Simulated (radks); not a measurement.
The numbers below are computed, except where a source is named.
Ionisation of neutral helium, [He], to He+, 1s1, under several functionals. Non-relativistic Kohn-Sham, spin-polarised, spherical densities, point nucleus; open shells are filled with parallel spins first; a radial shooting solver on a logarithmic mesh with Libxc functionals.

| functional | E(He) (hartree) | Exc (hartree) | IE (eV) | -e(HOMO) (eV) | <r> HOMO (bohr) | IE error (eV) |
|---|---|---|---|---|---|---|
| PW91 | -2.90000 | -1.05446 | 24.578 | 15.871 | 0.9450 | -0.010 |
| OLYP | -2.90762 | -1.06489 | 24.787 | 15.815 | 0.9446 | +0.200 |
| revPBE | -2.90796 | -1.06427 | 24.629 | 15.794 | 0.9432 | +0.041 |
| AM05 | -2.85256 | -0.99614 | 24.350 | 15.431 | 0.9540 | -0.237 |
| exchange-only PBE | -2.85204 | -1.00165 | 23.520 | 15.050 | 0.9528 | -1.068 |

NIST Atomic Spectra Database: 24.587 eV (measured). Closest: PW91. The Delta-SCF values span 1.27 eV, the total energies 0.06 hartree. The highest occupied level is 1s.
